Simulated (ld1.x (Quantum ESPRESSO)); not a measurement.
# Plane-wave convergence, ultrasoft potential for As

- Element: arsenic
- Generator: ld1.x (Quantum ESPRESSO) 7.5
- Type: ultrasoft
- Functional: BLYP
- Relativity: scalar-relativistic
- Frozen core: [Ar] 3d10
- Valence charge: 5
- Reference configuration: 4s1.5 4p3.5
- Partial waves: 4s (bound): rcut 1.60, rcutus 1.75 bohr; 4s channel at 3.9 Ry: rcut 1.60, rcutus 1.75 bohr; 4p (bound): rcut 1.80, rcutus 2.05 bohr; 4p channel at 0.05 Ry: rcut 1.80, rcutus 2.05 bohr; 4d channel at -0.1 Ry: rcut 1.40, rcutus 1.90 bohr; 4d channel at 2.3 Ry: rcut 1.40, rcutus 1.90 bohr
- Local potential: all-electron potential smoothed inside 1.26 bohr (lloc = -1)
- Core correction: a·sin(br)/r model core inside 1.60 bohr
- Augmentation charge: PSQ, radius 1.30 bohr

The pseudo-atom Hamiltonian at the reference potential is diagonalised in spherical Bessel functions j_l(qr) that vanish at 20 bohr, with q² up to the cutoff. All-electron valence levels (Ry): 4s -1.0925, 4p -0.3957.

**Question.** How do the lowest levels (Ry) of each channel move with the cutoff, and are there ghosts?

**Answer.**

| cutoff (Ry) | s #1 | s #2 | p #1 | d #1 | f #1 | Σ f·Δε (mRy) |
| --- | --- | --- | --- | --- | --- | --- |
| 8 | -1.0888 | -0.0401 | -0.3886 | 0.0547 | 0.1080 | 30.5 |
| 10 | -1.0909 | -0.0404 | -0.3929 | 0.0547 | 0.1080 | 12.4 |
| 12 | -1.0920 | -0.0406 | -0.3946 | 0.0547 | 0.1080 | 4.8 |
| 15 | -1.0923 | -0.0407 | -0.3955 | 0.0547 | 0.1080 | 1.3 |
| 18 | -1.0923 | -0.0407 | -0.3957 | 0.0547 | 0.1080 | 0.7 |
| 21 | -1.0923 | -0.0407 | -0.3957 | 0.0547 | 0.1080 | 0.4 |
| 25 | -1.0924 | -0.0407 | -0.3957 | 0.0547 | 0.1080 | 0.3 |
| 400 | -1.0925 | -0.0407 | -0.3958 | -0.3851 | 0.1080 | 0.0 |

Result: ghost state, extra bound levels that the all-electron valence spectrum of the same l lacks: d at -5.2 eV (a true bound ghost makes a file unfit for plane-wave use); 10 mRy is reached at 12 Ry and 1 mRy at 18 Ry.
